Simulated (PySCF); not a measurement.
Task: What does the PBE0-D3(BJ)/def2-SVP structure of InChI=1S/C5H12Se/c1-5(2)4-6-3/h5H,4H2,1-3H3 look like in three dimensions?

Result: 
Z-matrix in Å and degrees, rows numbered from 1:
```
C 
Se  1  1.9401
C   2  1.9565  1   96.33
C   3  1.5256  2  112.51  1  -170.24
C   4  1.5260  3  109.78  2   174.01
C   4  1.5250  3  112.30  2   -61.92
H   1  1.0989  2  110.71  3   -60.00
H   1  1.0982  2  107.24  3  -178.70
H   1  1.0991  2  110.85  3    62.37
H   3  1.1011  2  107.05  1   -48.97
H   3  1.1030  2  108.48  1    67.31
H   4  1.1053  3  107.35  2    56.84
H   5  1.1027  4  110.92  3    62.50
H   5  1.1009  4  111.64  3   -57.68
H   5  1.1009  4  111.00  3  -178.00
H   6  1.1007  4  112.01  3    58.67
H   6  1.1007  4  110.97  3   179.18
H   6  1.1027  4  110.74  3   -61.20
```

All 3 C–C bonds measure 1.525 to 1.526 Å. Of the pairs four or more bonds apart, Se2···H16 is among the closest relative to their van der Waals radii: 2.86 Å, 92 % of the sum of Bondi's values.

Method used: PBE0-D3(BJ)/def2-SVP geometry optimisation, gas phase (PySCF 2.14.0).

Point group: C1 (no symmetry element, even within 0.4 Å). Stationary, but not proved a minimum. The numbers are those of one conformer (C1–Se2–C3–C4 -170°, Se2–C3–C4–C5 174°).
